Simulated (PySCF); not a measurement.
**C4H7B: core ionisation energies**

Compound: BMe2(CCH), C4H7B.
Cartesian coordinates in Å at the PBE0-D3(BJ)/def2-SVP level; atoms count from 1:
```xyz
12
C4H7B angstrom
B      0.047    0.054    0.003
C      1.615    0.019   -0.037
H      1.938   -0.061    1.020
H      2.067    0.941   -0.432
H      2.033   -0.859   -0.550
C     -0.749    1.407    0.022
H     -0.986    1.632   -1.037
H     -0.159    2.258    0.397
H     -1.714    1.355    0.546
C     -0.730   -1.268    0.026
C     -1.350   -2.318    0.040
H     -1.897   -3.243    0.054
```

Computed with delta-SCF UKS SCAN, pcX-2 on the ionised atom, pcseg-1 elsewhere, spin-free X2C (PySCF 2.14.0). Binding energies are ΔSCF values: E(core-ionised, relaxed orbitals) − E(ground state) at a fixed geometry, referred to the vacuum level.

Task: What binding energy does each computed site have?

Result: 
| atom(s) | environment | level | binding energy (eV) | above the level's lowest (eV) | count |
| --- | --- | --- | --- | --- | --- |
| C11 | carbon bonded to C and H | C 1s | 290.42 | +0.36 | 1 |
| C10 | carbon bonded to B and C | C 1s | 290.23 | +0.17 | 1 |
| C2/C6 | carbon bonded to B and 3 H | C 1s | 290.06 | 0.00 | 2 |
| B1 | boron bonded to 3 C | B 1s | 195.89 | 0.00 | 1 |

The listed C 1s values span 0.36 eV, from C2/C6 (bonded to 3 H and B) to C11 (bonded to C and H). The widest gap between neighbouring values is 0.19 eV, between 290.23 and 290.42 eV.

Task: Which photon energy gives electrons from C 1s of C11 a kinetic energy of 20 eV, and what is their de Broglie wavelength?

Result: hν = 290.42 + 20 = 310.42 eV, recoil neglected; λ = 12.264 Å/√(E/eV) = 2.74 Å.

Task: Which photon wavelength matches the C 1s of C11 threshold?

Result: λ = hc/E = 12398.42 eV Å / 290.42 eV = 42.691 Å.

The first atom of each set that the bonding makes equivalent was ionised and stands for the set. The unrestricted hole states depart most from a pure doublet (⟨S²⟩ = 0.75; over 0.85 named) for C 1s of C10 (0.87) and C 1s of C11 (0.86), which makes these values less certain. Geometry: PBE0-D3(BJ)/def2-SVP; no solvent, vibrations or thermal averaging.

On one thread, Arm Neoverse V2 (aarch64), shared host with 192 logical CPUs at a one-minute load of 101, this took 24 s and 0.43 GiB of memory at its peak.
